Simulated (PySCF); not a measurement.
Molecular orbitals of BiO⁻

LC-ωPBE at R = 2.006 Å; Bi aug-cc-pVDZ-PP with ECP60, O aug-cc-pVDZ; scalar-relativistic core potentials (PySCF 2.14). State: ³Σ⁻ (triplet), unpaired electrons π ↑↑. Only the outer orbitals are listed, counted within each symmetry, core potentials removing the inner ones.

```csv
spin,orbital,occ.,ε (eV),on Bi (%),main shells (%)
α,5σ,1,-21.04,11,88 O s
α,6σ,1,-13.40,85,"82 Bi s, 8 O s"
α,3π,1,-5.40,21,"79 O p, 21 Bi p"
α,3π,1,-5.40,21,"79 O p, 21 Bi p"
α,7σ,1,-5.11,34,"63 O p, 28 Bi p"
α,4π,1,-2.14,83,"80 Bi p, 18 O p"
α,4π,1,-2.14,83,"80 Bi p, 18 O p"
α,8σ,0,4.63,98,"71 Bi p, 25 Bi s"
α,5π,0,5.43,105,105 Bi p
α,5π,0,5.43,105,105 Bi p
β,5σ,1,-20.38,11,88 O s
β,6σ,1,-11.80,83,"82 Bi s, 9 O p, 8 O s"
β,7σ,1,-4.67,36,"63 O p, 26 Bi p, 9 Bi s"
β,3π,1,-3.88,19,"81 O p, 17 Bi p"
β,3π,1,-3.88,19,"81 O p, 17 Bi p"
β,4π,0,4.51,98,98 Bi p
β,4π,0,4.51,98,98 Bi p
β,8σ,0,4.79,99,"81 Bi p, 16 Bi s"
```

**Question.** Which are the highest filled and the lowest empty level, where do they sit, and how wide is the gap?

**Answer.** Highest filled α 4π at -2.14 eV (in %: 80 Bi p, 18 O p); lowest empty β 4π at 4.51 eV (in %: 98 Bi p); the gap at LC-ωPBE is 6.65 eV. Both belong to one degenerate shell, split only by its one-sided filling, so this is no excitation gap. An empty level above zero is unbound, and its energy depends on the basis.

```
bond order (Mayer)                                                                                                : 1.19
⟨S²⟩                                                                                                              : 2.016
charge on Bi (Mulliken, basis-dependent)                                                                          : 0.09
charge on Bi (Löwdin, basis-dependent)                                                                            : 0.09
dipole moment (positive dipole points towards O; it is taken about the centre of mass and depends on that origin) : -5.06 D
```

Shares are Mulliken populations and can fall outside 0 to 100 %.

These are scalar-relativistic numbers at best; spin–orbit coupling would shift them, the dissociation energy most. The state is the lowest determinant that a PBE0 search found; another state may lie lower at other levels.
